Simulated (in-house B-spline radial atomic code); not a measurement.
A run on Cl⁶⁺ (an excited or competing configuration) that did not converge. Method: non-relativistic wB97X, spin-polarised, spherical fractional occupations, exact exchange averaged over the configuration, point nucleus; computed with a B-spline radial code for spherical atoms.

Command:
```bash
python run_scf.py task.json out
```
Settings:
```
Z                17
configuration    [Ne] 4p1
hamiltonian      nr
method           wb97x
spin_polarised   True
exact_exchange   averaged over the configuration
```

First and last ten iterations of the last attempt (damped for 15 steps, keeping 80 % of the old Fock matrix, then DIIS):
```
 iter        energy (Eh)    residual
    1        -440.636065    8.61e-01
    2        -446.585355    2.76e-01
    3        -446.827617    2.06e-01
    4        -446.966037    1.55e-01
    5        -447.044499    1.16e-01
    6        -447.088583    8.64e-02
    7        -447.113248    6.43e-02
    8        -447.127024    4.77e-02
    9        -447.134689    3.54e-02
   10        -447.138941    2.62e-02
  111        -447.144165    1.46e-05
  112        -447.144165    1.44e-05
  113        -447.144165    1.63e-05
  114        -447.144165    1.57e-05
  115        -447.144165    1.37e-05
  116        -447.144165    1.30e-05
  117        -447.144165    1.27e-05
  118        -447.144165    1.20e-05
  119        -447.144165    7.61e-05
  120        -447.144165    1.13e-05
 not converged after 120 iterations
```

The smallest residual met was 9.6e-06; the threshold is about 2e-07. Over the last five steps the energy moves by less than 1e-08 hartree, but the orbitals didn't meet the threshold. Run time, properties included: 5.8 s on 1 thread of Intel(R) Xeon(R) Platinum 8259CL CPU @ 2.50GHz (shared host).
